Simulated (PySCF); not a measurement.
Species: CH₄Cl₂Si.
Numbering: `[Cl:1][CH2:2][SiH2:3][Cl:4]` (hydrogens: H5, H6 on C2; H7, H8 on Si3)

Computed with PySCF, PBE0-D3(BJ)/def2-SVP geometry optimisation, gas phase.

(1) List the bond lengths, angles and torsions at this level.

## Answers

(1) 
| bond | length (Å) | order |
| --- | --- | --- |
| Cl1–C2 | 1.791 | single |
| C2–Si3 | 1.883 | single |
| Si3–Cl4 | 2.074 | single |
| C2–H5, C2–H6 | 1.099 | single |
| Si3–H7, Si3–H8 | 1.486 | single |

Bonds in one row agree within 0.01 Å and their mean is given. Orders are formal, as drawn. A selection of angles:
| angle | degrees |
| --- | --- |
| Cl1–C2–Si3 | 106.9 |
| Cl1–C2–H5 | 108.5 |
| Si3–C2–H5 | 112.2 |
| H5–C2–H6 | 108.4 |
| C2–Si3–Cl4 | 108.3 |
| C2–Si3–H7 | 109.7 |
| Cl4–Si3–H7 | 108.9 |
| H7–Si3–H8 | 111.3 |

Torsions: Cl1–C2–Si3–Cl4 180° (antiperiplanar).

Si3 (chlorine-bound silicon) is tetrahedral (angles from 108.3° to 111.3°). The 4 heavy atoms lie in one plane (0.002 Å rms).

Point group: Cs (tolerance 0.08 Å). Whether it is a minimum is left open (no frequencies). The numbers are those of one conformer.
